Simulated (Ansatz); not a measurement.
`[CH3][GeH2][C](=N)F` + H₂ → `N=[C](F)[GeH3]` + CH₄ at 500 K and 1 bar (hydrogenolysis of a Ge–C bond).

Computed with Ansatz on PBE0-D4/def2-TZVP structures; ΔE is electronic, products minus reactants. CCSD(T)/CBS adds triple-zeta CCSD(T) − MP2 to the extrapolated MP2 energy (def2 sets, frozen cores). This one scheme is used for every species. For Ge outer-core shells are correlated without core-valence functions, which leaves a few kJ/mol of doubt a bond. Scalar relativity is left out up to krypton. One conformer a species, not always the lowest.

| species | CCSD(T)/CBS energy (Eh) | H − E (kJ/mol) | S (J/(mol·K)) |
| --- | --- | --- | --- |
| `[CH3][GeH2][C](=N)F` | -2310.30220 | 248.0 | 426.6 |
| H₂ | -1.17544 | 41.0 | 145.5 |
| `N=[C](F)[GeH3]` | -2271.02746 | 160.3 | 370.7 |
| CH₄ | -40.46206 | 135.6 | 206.8 |

H − E and S are ideal-gas, rigid-rotor, harmonic terms from PBE0-D4/def2-TZVP, for one conformer and one mirror image of each species. For small species the MP2-based limit differs from directly extrapolated CCSD(T) by up to some mEh (0.8 for H₂); such offsets cancel only in part. 1 Eh = 2625.50 kJ/mol, R = 8.31446 J/(mol·K).

Question: By hand: ΔE, ΔH, ΔS and ΔG.

Answer: ΔE = (-2271.02746) + (-40.46206) − (-2310.30220) − (-1.17544) = -0.01188 Eh = -31.2 kJ/mol. Δ(H − E) = 160.3 + 135.6 − 248.0 − 41.0 = 6.9, so ΔH = -24.3 kJ/mol. ΔS = 370.7 + 206.8 − 426.6 − 145.5 = 5.4 J/(mol·K). ΔG = -24.3 − 500 × (5.4)/1000 = -27.0 kJ/mol.

Question: By hand: the equilibrium constant, and the temperature at which ΔG would vanish if ΔH and ΔS stayed fixed.

Answer: log₁₀ K = −ΔG/(RT ln 10) = 2.8. ΔH and −TΔS have one sign here, so there is no such temperature. One of them is within its doubt of zero, so this could turn.

The number of gas molecules stays the same, so ΔS is small and ΔH decides. A doubt of 5 kJ/mol in ΔE shifts log₁₀ K by 0.5 here. Other conformers and mirror images would add mixing entropy, several J/(mol·K) or more a flexible species. Modes under 60 cm⁻¹, often nearly free rotors, make the harmonic entropy too high. These are equilibria of isolated gas molecules and say nothing of rates. Largest T1 diagnostic: 0.013 (customary marks: 0.02 for closed shells, 0.045 for open ones).
